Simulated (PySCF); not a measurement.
PySCF 2.14 output of a UHF calculation on a single atom or ion in ANO-RCC-VTZP (7s6p4d2f1g, 68 functions), with the spin-free X2C one-electron Hamiltonian (Gaussian nucleus):

```
SCF conv_tol = 1e-09
number electrons alpha = 26  beta = 23
cycle= 1 E= -6173.14385022316  delta_E= -0.0022  |g|= 0.0143  |ddm|= 0.051
cycle= 2 E= -6173.14405346696  delta_E= -0.000203  |g|= 0.00497  |ddm|= 0.0164
cycle= 3 E= -6173.14408080965  delta_E= -2.73e-05  |g|= 0.000605  |ddm|= 0.00817
cycle= 4 E= -6173.14408107888  delta_E= -2.69e-07  |g|= 0.000243  |ddm|= 0.000617
cycle= 5 E= -6173.14408110566  delta_E= -2.68e-08  |g|= 5.74e-05  |ddm|= 0.000191
cycle= 6 E= -6173.14408110706  delta_E= -1.41e-09  |g|= 4.01e-06  |ddm|= 5.01e-05
cycle= 7 E= -6173.14408110708  delta_E= -1.46e-11  |g|= 4.43e-07  |ddm|= 4.36e-06
converged SCF energy = -6173.14408110708  <S^2> = 3.7532277  2S+1 = 4.0016135
```

The run itself started from symmetry-adapted Hartree-Fock orbitals and held the occupation by maximum overlap, so the iterations belong to that start.

Task: Which element, charge and spin multiplicity is this?

Result: Sn⁺ (tin, charge +1), multiplicity 4; the state was [Kr] 4d10 5s1 5p2, high-spin 4P determinant (an excited configuration).
